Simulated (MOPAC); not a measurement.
MOPAC input (PM7):

```
PM7 1SCF CHARGE=-1 GEO-OK AUX(PRECISION=9) THREADS=1
H2FSi

Si   -0.55320785 1    0.17136907 1   -0.17273039 1
F     1.07473403 1   -0.08299006 1    0.27977855 1
H    -0.70575794 1   -1.06312497 1   -1.11161160 1
H    -1.22193838 1   -0.58913144 1    1.01183005 1
```

Output:

```
 *******************************************************************************
 **                                                                           **
 **                              MOPAC v23.2.5                                **
 **                                                                           **
 *******************************************************************************
 ** MOPAC's Digital Object Identifier: https://doi.org/10.5281/zenodo.6511958 **
 **                                                                           **
 ** Please cite the open-source release paper for use of this MOPAC version:  **
 ** J. E. Moussa and J. J. P. Stewart (2026)                                  **
 ** MOPAC: An open-source semiempirical molecular orbital program             **
 ** J. Open Source Softw., 11(119), 8025, https://doi.org/10.21105/joss.08025 **
 *******************************************************************************

                              PM7 CALCULATION RESULTS

 *******************************************************************************
 *  PM7        - The PM7 Hamiltonian to be used
 *  GEO-OK     - OVERRIDE INTERATOMIC DISTANCE AND OTHER SAFETY CHECKS
 *
 *
 *
 *                 CHARGE ON SYSTEM = -1
 *
 *
 *
 *  1SCF       - DO 1 SCF AND THEN STOP
 *  AUX        - OUTPUT AUXILIARY INFORMATION
 *******************************************************************************
PM7 1SCF CHARGE=-1 GEO-OK AUX(PRECISION=9) THREADS=1
 H2FSi

   ATOM   CHEMICAL          X               Y               Z
  NUMBER   SYMBOL      (ANGSTROMS)     (ANGSTROMS)     (ANGSTROMS)

     1      Si         -0.55320785  *   0.17136907  *  -0.17273039  *
     2       F          1.07473403  *  -0.08299006  *   0.27977855  *
     3       H         -0.70575794  *  -1.06312497  *  -1.11161160  *
     4       H         -1.22193838  *  -0.58913144  *   1.01183005  *

          CARTESIAN COORDINATES

    NO.       ATOM           X           Y           Z

     1        Si         -0.5532      0.1714     -0.1727
     2         F          1.0747     -0.0830      0.2798
     3         H         -0.7058     -1.0631     -1.1116
     4         H         -1.2219     -0.5891      1.0118

 General Reference for PM7:
 "Optimization of Parameters for Semiempirical Methods VI: More Modifications to the
 NDDO Approximations and Re-optimization of Parameters", J. J. P. Stewart, J. Mol. Mod., 1:32, 19 (2013)
 https://link.springer.com/article/10.1007/s00894-012-1667-x

           Empirical Formula: H2 Si F  =     4 atoms

      MOLECULAR POINT GROUP   :   Cs

      RHF CALCULATION, NO. OF DOUBLY OCCUPIED LEVELS = 7

 -------------------------------------------------------------------------------
 PM7 1SCF CHARGE=-1 GEO-OK AUX(PRECISION=9) THREADS=1
 H2FSi

     1SCF WAS SPECIFIED, SO BFGS WAS NOT USED
     SCF FIELD WAS ACHIEVED

                              PM7 CALCULATION
                                                       MOPAC v23.2.5 Linux

          FINAL HEAT OF FORMATION =        -80.72130 KCAL/MOL =    -337.73794 KJ/MOL

          COSMO AREA              =         84.16 SQUARE ANGSTROMS
          COSMO VOLUME            =         70.26 CUBIC ANGSTROMS

          IONIZATION POTENTIAL    =          2.553027 EV
          HOMO LUMO ENERGIES (EV) =         -2.553  7.715
          NO. OF FILLED LEVELS    =          7
          MOLECULAR WEIGHT        =         49.0997         POINT GROUP:  Cs

          MOLECULAR DIMENSIONS (Angstroms)

            Atom       Atom       Distance
            H     4    F     2     2.46308
            H     3    H     4     1.99245
           Si     1    F     2     0.82927

          SCF CALCULATIONS        =          1

   ATOM   CHEMICAL          X               Y               Z
  NUMBER   SYMBOL      (ANGSTROMS)     (ANGSTROMS)     (ANGSTROMS)

     1      Si         -0.55320785  *   0.17136907  *  -0.17273039  *
     2       F          1.07473403  *  -0.08299006  *   0.27977855  *
     3       H         -0.70575794  *  -1.06312497  *  -1.11161160  *
     4       H         -1.22193838  *  -0.58913144  *   1.01183005  *

                             CARTESIAN COORDINATES

   1   Si       -0.553207850     0.171369070    -0.172730390
   2    F        1.074734030    -0.082990060     0.279778550
   3    H       -0.705757940    -1.063124970    -1.111611600
   4    H       -1.221938380    -0.589131440     1.011830050

           Empirical Formula: H2 Si F  =     4 atoms

      MOLECULAR POINT GROUP   :   Cs

                  EIGENVALUES
 -32.02397 -10.05251  -8.75011  -8.64522  -7.70920  -5.05757  -2.55303   7.71453
   8.32066  13.01686  28.21504  28.73862  28.83654  29.03753  29.88895

              NET ATOMIC CHARGES AND DIPOLE CONTRIBUTIONS

  ATOM NO.   TYPE          CHARGE      No. of ELECS.   s-Pop       p-Pop       d-Pop
    1         Si          -0.236725        4.2367     0.97668     3.12995     0.13010
    2          F          -0.561413        7.5614     1.94039     5.62102
    3          H          -0.100931        1.1009     1.10093
    4          H          -0.100931        1.1009     1.10093
 DIPOLE           X         Y         Z       TOTAL
 POINT-CHG.    -1.047     0.984    -0.474     1.513
 HYBRID         1.737    -1.377     0.730     2.334
 SUM            0.690    -0.393     0.256     0.834

          ATOMIC ORBITAL ELECTRON POPULATIONS

     Atom    s        px        py        pz      x^2-y^2     xz        z^2       yz        xy
    1 Si   0.97668   0.50365   1.67856   0.94775   0.03183   0.03427   0.01286   0.02712   0.02402
    2  F   1.94039   1.71573   1.96022   1.94507
    3  H   1.10093
    4  H   1.10093

 **********************
 *                    *
 * JOB ENDED NORMALLY *
 *                    *
 **********************

 == MOPAC DONE ==
```

The dipole moment of an ion depends on the origin.

The geometry given is a B3LYP-D3(BJ)/def2-TZVP minimum.
